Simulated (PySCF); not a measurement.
**Question.** Give a PBE0-D3(BJ)/def2-SVP geometry of 1-methylbutylcyclopropane (`CCC[C@@H](C)C1CC1`).

**Answer.** 
```xyz
24
C8H16 angstrom
C      3.052    1.153   -0.108
C      1.557    0.910   -0.237
C      1.155   -0.517    0.112
C     -0.329   -0.849   -0.053
C     -0.579   -2.335    0.182
C     -1.209   -0.013    0.853
C     -2.670    0.148    0.553
C     -1.744    1.321    0.420
H      3.626    0.485   -0.770
H      3.399    0.968    0.922
H      3.321    2.188   -0.366
H      1.010    1.616    0.409
H      1.232    1.136   -1.268
H      1.451   -0.734    1.155
H      1.742   -1.216   -0.511
H     -0.615   -0.613   -1.097
H     -1.640   -2.590    0.041
H     -0.302   -2.619    1.211
H      0.017   -2.957   -0.505
H     -0.951   -0.101    1.916
H     -3.049   -0.307   -0.368
H     -3.382    0.132    1.382
H     -1.807    2.124    1.159
H     -1.498    1.663   -0.589
```

Any rigid rotation of these coordinates is as good. Atoms count from 1 in this order. The C–C distances run from 1.500 Å (C6–C7, drawn single) to 1.530 Å (C3–C4, drawn single), a spread of 0.030 Å. All internal angles of the 3-membered ring C6–C7–C8 are 60.0°. Of the pairs four or more bonds apart, C8···H12 is among the closest relative to their van der Waals radii: 2.77 Å, 96 % of the sum of Bondi's values.

Bonds between heavy atoms (Å): C1–C2 1.521, C2–C3 1.523, C3–C4 1.530, C4–C5 1.525, C4–C6 1.514, C6–C7 1.500, C7–C8 1.500, C6–C8 1.500.

Theory: PBE0-D3(BJ)/def2-SVP geometry optimisation, gas phase (PySCF).

Point group: C1 (no symmetry element, even within 0.4 Å). Not checked by PBE0-D3(BJ)/def2-SVP frequencies. The numbers are those of one conformer (C1–C2–C3–C4 -178°, C2–C3–C4–C5 174°, C3–C4–C6–C7 160°).

Rough CPU time on one thread of a shared machine: about 1.6 min. This is the geometry optimisation.
